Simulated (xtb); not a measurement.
MoO3, triplet, from a rough starting geometry (GFN-xTB shapes and energies of metal compounds can be far from the true ones) (the multiplicity is a formal guess); GFN2-xTB (xtb).

The xtb input:
```
$ xtb mol.xyz --gfn 2 --uhf 2 --opt vtight --json

# file mol.xyz
4

Mo    -0.01788582     0.00018911    -0.00895537
O     -1.14080158    -1.17328714    -0.10818006
O     -0.11224807     1.32250432    -0.98703117
O      1.22866129    -0.10016558     1.08753482
```

Predict the main parts of the log of this xtb run.


```
   ID    Z sym.   atoms
    1   42 Mo     1
    2    8 O      2-4

           -------------------------------------------------
          |                Calculation Setup                |
           -------------------------------------------------

           -------------------------------------------------
          |                 G F N 2 - x T B                 |
           -------------------------------------------------

          ...................................................
          :                      SETUP                      :
          :.................................................:
          :  # basis functions                  22          :
          :  # atomic orbitals                  21          :
          :  # shells                            9          :
          :  # electrons                        24          :
          :  max. iterations                   250          :
          :  Hamiltonian                  GFN2-xTB          :
          :  restarted?                      false          :
          :  GBSA solvation                  false          :
          :  PC potential                    false          :
          :  electronic temp.          300.0000000     K    :
          :  accuracy                    1.0000000          :
          :  -> integral cutoff          0.2500000E+02      :
          :  -> integral neglect         0.1000000E-07      :
          :  -> SCF convergence          0.1000000E-05 Eh   :
          :  -> wf. convergence          0.1000000E-03 e    :
          :  Broyden damping             0.4000000          :
          :  net charge                          0          :
          :  unpaired electrons                  2          :
          ...................................................

 iter      E             dE          RMSdq      gap      omega  full diag
   1    -13.1470456 -0.131470E+02  0.210E+01    3.43       0.0  T
   2    -13.6868903 -0.539845E+00  0.158E+01    1.28       1.0  T
   3    -14.1296400 -0.442750E+00  0.147E+01    2.38       1.0  T
   4    -14.1636885 -0.340484E-01  0.112E+01    2.68       1.0  T
   5    -14.1727200 -0.903151E-02  0.990E+00    2.82       1.0  T
   6    -14.1563491  0.163709E-01  0.917E+00    4.18       1.0  T
   7    -14.1963400 -0.399909E-01  0.778E+00    4.21       1.0  T
   8    -14.2398722 -0.435322E-01  0.434E+00    4.08       1.0  T
   9    -14.2583699 -0.184977E-01  0.585E-01    3.82       1.0  T
  10    -14.2584608 -0.909191E-04  0.654E-01    3.75       1.0  T
  11    -14.2587898 -0.329052E-03  0.418E-01    3.77       1.0  T
  12    -14.2588140 -0.241392E-04  0.343E-01    3.77       1.0  T
  13    -14.2588493 -0.353629E-04  0.971E-02    3.79       1.0  T
  14    -14.2588427  0.658659E-05  0.124E-01    3.80       1.0  T
  15    -14.2588484 -0.569175E-05  0.122E-01    3.80       1.0  T
  16    -14.2588531 -0.465537E-05  0.625E-02    3.80       1.0  T
  17    -14.2588535 -0.364685E-06  0.398E-02    3.80       1.3  T
  18    -14.2588539 -0.463407E-06  0.220E-02    3.80       2.3  T
  19    -14.2588541 -0.210978E-06  0.743E-03    3.80       6.7  T
  20    -14.2588542 -0.244271E-07  0.749E-04    3.80      66.8  T
  21    -14.2588542 -0.263343E-09  0.272E-04    3.80     183.6  T

   *** convergence criteria satisfied after 21 iterations ***

 transition dipole moment (au) for excitation:          12          13
     X       Y       Z
   0.0071   0.0003   0.0056  total (au/Debye):    0.009   0.023
 dE (eV)             :    1.125
 oscillator strength :  0.32001E-05

         :::::::::::::::::::::::::::::::::::::::::::::::::::::
         ::                     SUMMARY                     ::
         :::::::::::::::::::::::::::::::::::::::::::::::::::::
         :: total energy             -14.185121618496 Eh    ::
         :: gradient norm              0.031980064714 Eh/a0 ::
         :: HOMO-LUMO gap              3.795219857355 eV    ::
         ::.................................................::
[...]
 * total energy  :   -14.1851216 Eh     change       -0.7430145E-10 Eh
 * total energy  :   -14.1855688 Eh     change       -0.4472049E-03 Eh
 * total energy  :   -14.1856738 Eh     change       -0.1049508E-03 Eh
 * total energy  :   -14.1856768 Eh     change       -0.3017626E-05 Eh
 * total energy  :   -14.1856795 Eh     change       -0.2682693E-05 Eh
 * total energy  :   -14.1856813 Eh     change       -0.1788275E-05 Eh
 * total energy  :   -14.1856813 Eh     change       -0.1139781E-07 Eh
   *** GEOMETRY OPTIMIZATION CONVERGED AFTER 7 ITERATIONS ***
         :: total energy             -14.185681274260 Eh    ::
[...]
           -------------------------------------------------

    * Orbital Energies and Occupations

         #    Occupation            Energy/Eh            Energy/eV
      -------------------------------------------------------------
         1        2.0000           -0.7372177             -20.0607
         2        2.0000           -0.7204573             -19.6046
         3        2.0000           -0.7204572             -19.6046
         4        2.0000           -0.5499154             -14.9640
         5        2.0000           -0.5499145             -14.9639
         6        2.0000           -0.5480266             -14.9126
         7        2.0000           -0.5386092             -14.6563
         8        2.0000           -0.5386080             -14.6563
         9        2.0000           -0.5372587             -14.6196
        10        1.9911           -0.5068282             -13.7915
        11        1.9911           -0.5068276             -13.7915
        12        1.0178           -0.4985354             -13.5658
        13        1.0000           -0.4576076             -12.4521 (HOMO)
        14                         -0.3157772              -8.5927 (LUMO)
        15                         -0.3157701              -8.5925
        16                         -0.1773360              -4.8256
        17                         -0.1531152              -4.1665
        18                         -0.1531090              -4.1663
        19                          0.0652770               1.7763
        20                          0.1916129               5.2141
        21                          0.1916161               5.2141
      -------------------------------------------------------------
                  HL-Gap            0.1418304 Eh            3.8594 eV
             Fermi-level           -0.4445203 Eh          -12.0960 eV

     #   Z          covCN         q      C6AA      α(0)
     1  42 Mo       2.413     1.126   335.257    44.053
     2   8 O        0.804    -0.375    21.221     6.175
     3   8 O        0.804    -0.376    21.221     6.175
     4   8 O        0.804    -0.375    21.221     6.175

 Mol. C6AA /au·bohr⁶  :        981.237727
 Mol. C8AA /au·bohr⁸  :      64391.291664
 Mol. α(0) /au        :         62.578197

Wiberg/Mayer (AO) data.
largest (>0.10) Wiberg bond orders for each atom

 ---------------------------------------------------------------------------
     #   Z sym  total        # sym  WBO       # sym  WBO       # sym  WBO
 ---------------------------------------------------------------------------
     1  42 Mo   5.755 --     3 O    1.918     4 O    1.918     2 O    1.918
     2   8 O    2.307 --     1 Mo   1.918     4 O    0.194     3 O    0.194
     3   8 O    2.307 --     1 Mo   1.918     2 O    0.194     4 O    0.194
     4   8 O    2.307 --     1 Mo   1.918     2 O    0.194     3 O    0.194
 ---------------------------------------------------------------------------

Topologies differ in total number of bonds
Writing topology from bond orders to xtbtopo.mol

molecular dipole:
                 x           y           z       tot (Debye)
 q only:        0.008      -0.007      -0.010
   full:        0.010      -0.009      -0.012       0.046
molecular quadrupole (traceless):
                xx          xy          yy          xz          yz          zz
 q only:       -0.179      -2.160      -0.927      -3.144       2.647       1.106
  q+dip:       -0.162      -1.951      -0.837      -2.839       2.390       0.999
   full:       -0.169      -2.030      -0.871      -2.955       2.487       1.040

optimized geometry written to: xtbopt.xyz

           -------------------------------------------------
          | TOTAL ENERGY              -14.185681274260 Eh   |
          | GRADIENT NORM               0.000488423261 Eh/α |
          | HOMO-LUMO GAP               3.859401884682 eV   |
           -------------------------------------------------

normal termination of xtb
```
